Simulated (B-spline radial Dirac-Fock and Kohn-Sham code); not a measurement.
## Satellites and hypersatellites of the K lines of Br⁻

System: Br⁻, configuration [Ar] 3d10 4s2 4p6.

Method: Dirac-Fock (average of configuration) total-energy differences with a finite nucleus, the Breit interaction including its frequency dependence, and self-energy and vacuum-polarisation corrections. Computed with a radial B-spline solver. Each two-hole energy is an average over J within one jj subconfiguration, not an observable level; in light atoms, where LS coupling holds, the j-resolved values are not observed lines, and for a K spectator the Kα1 hypersatellite is nearly forbidden. Correlation and solid-state effects are left out.

Lines without a spectator: Kα2 (K-L2) 11876.1 eV, Kα1 (K-L3) 11922.7 eV, Kβ3 (K-M2) 13280.4 eV, Kβ1 (K-M3) 13287.3 eV. Shifts in eV with one spectator hole (a dash: not computed, or left out as unreliable):

```
spectator hole     Kα2     Kα1     Kβ3     Kβ1
        K (1s)  +378.3  +383.8  +475.5  +476.4
    L2 (2p1/2)   +37.4   +46.2       –  +101.1
    L3 (2p3/2)   +40.7   +39.5   +95.1       –
    M2 (3p1/2)       –   +3.49   +8.00  +10.39
    M3 (3p3/2)   +2.91       –   +9.39   +8.85
    M4 (3d3/2)   -0.47   -1.85       –       –
    M5 (3d5/2)   -2.00   -1.09       –       –
```

With n spectator holes in 2p, averaged over the 2p shell (energies in eV):

```
n     KαLⁿ   step  hypersatellite KαʰLⁿ
0  11907.1      –               12289.1
1  11948.6  +41.5               12331.8
2  11991.1  +42.5               12375.6
3  12034.8  +43.6               12420.4
4  12079.5  +44.7               12466.4
5  12125.4  +45.9               12513.5
```
